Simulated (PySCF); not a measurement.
C₄H₇NS₂Si.
Cartesian coordinates in Å at the GFN2-xTB level; atoms count from 1:
```xyz
15
C4H7NS2Si angstrom
N     -0.8588    1.5721    1.0333
C     -0.9821    0.4651    0.2152
C     -2.0321   -0.4882    0.3252
C     -1.8884   -1.5358   -0.5212
S     -0.4742   -1.4125   -1.4892
C     -0.0613    0.1010   -0.7318
S      1.3663    1.0225   -1.1832
Si     2.8561   -0.1430   -0.1554
H     -1.7329    1.9676    1.3444
H     -0.2107    2.2619    0.6793
H     -2.8490   -0.3805    1.0162
H     -2.5319   -2.3844   -0.6410
H      2.4789   -0.1659    1.2523
H      2.8474   -1.4785   -0.7371
H      4.0683    0.6067   -0.4288
```

NICS = −σ at a ghost point: NICS(0) at the centroid of the ring atoms, NICS(1) 1 Å to either side along the normal of their mean plane, zz for the tensor component along that normal. Level: GIAO PBE0/pcSseg-1 (PySCF, non-relativistic, gas phase) on the GFN2-xTB geometry, one conformer.

Ring bond lengths (Å), with Mayer bond orders in brackets: C2–C3 1.422 (1.22), C3–C4 1.354 (1.59), C4–S5 1.718 (1.17), S5–C6 1.742 (1.08), C6–C2 1.370 (1.41).

Problem. What do the NICS probes read (ppm)?

Solution. 
```csv
ring,type,NICS(0),"NICS(1), two faces","NICS(1)zz, two faces",rms pucker (Å),"centre to ring atoms, mean (Å)"
C2–C3–C4–S5–C6,5-membered ring with S; formal bonds all aromatic,-12.1,-9.7 / -9.7,-21.3 / -20.9,0.00,1.29
```

Problem. What do they say, and how far can they be read as aromaticity?

Solution. 
- C2–C3–C4–S5–C6: mean NICS(1)zz -21.1 ppm, shielded, aromatic by this magnetic criterion (flat ring, no four-coordinate atom).

Problem. What does the geometric index give? HOMA = 1 − mean of α(R − Ropt)² over the ring bonds, with Krygowski's 1993 parameters (CC: Ropt 1.388 Å, α 257.7 Å⁻²; CS: Ropt 1.677 Å, α 94.09 Å⁻²).

Solution. 
- C2–C3–C4–S5–C6: HOMA 0.75; the largest term is that of S5–C6, α(R − Ropt)² = 0.40. The geometric and the magnetic index point the same way.

Problem. What is the mean of the two in-plane components of NICS at the second NICS(1) probe listed for ring C2–C3–C4–S5–C6, 1 Å off the ring?

Solution. The isotropic value is a third of the trace: (3 × -9.7 − (-20.9))/2 = -4.1 ppm.
